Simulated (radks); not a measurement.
Values are calculated unless marked as measured or tabulated.
Valence configurations of Sc I (all share [Ar]). Code: a radial shooting solver on a logarithmic mesh with Libxc functionals. Model: scalar-relativistic Kohn-Sham, SCAN, spin-polarised, spherical densities, finite nucleus; open shells are filled with parallel spins first; meta-GGA in the generalised Kohn-Sham scheme; Fermi nuclear charge, rms radius 3.5459 fm. Energies are relative to 3d1 4s2; eigenvalues in eV for spin up.

| valence | E (eV) | moment (Bohr magnetons) | e(3d) | e(4p) | e(4s) |
|---|---|---|---|---|---|
| 3d1 4s2 | 0.000 | 1 | -3.380 | - | -4.477 |
| 3d1 4s1.5 4p0.5 | 1.117 | 2 | -4.024 | -2.047 | -5.132 |
| 3d2 4s1 | 0.634 | 3 | -1.671 | - | -4.173 |
| 3d3 | 3.304 | 3 | -0.988 | - | - |
| 4s1.5 4p1.5 | 4.443 | 2 | - | -3.248 | -6.855 |
| 3d1 4s0.5 4p1.5 | 3.278 | 3 | -4.980 | -2.652 | -5.770 |
| 3d2.5 4s0.5 | 1.989 | 3 | -1.203 | - | -3.886 |

NIST lists [Ar] 3d1 4s2 as the ground configuration; this level of theory agrees among the configurations tried. The energies are those of spherical high-spin densities, not of single terms. No valid solution was reached for [Ar] 4s2 4p1; [Ar] 3d1 4s1 4p1; [Ar] 3d1.5 4s1.5.
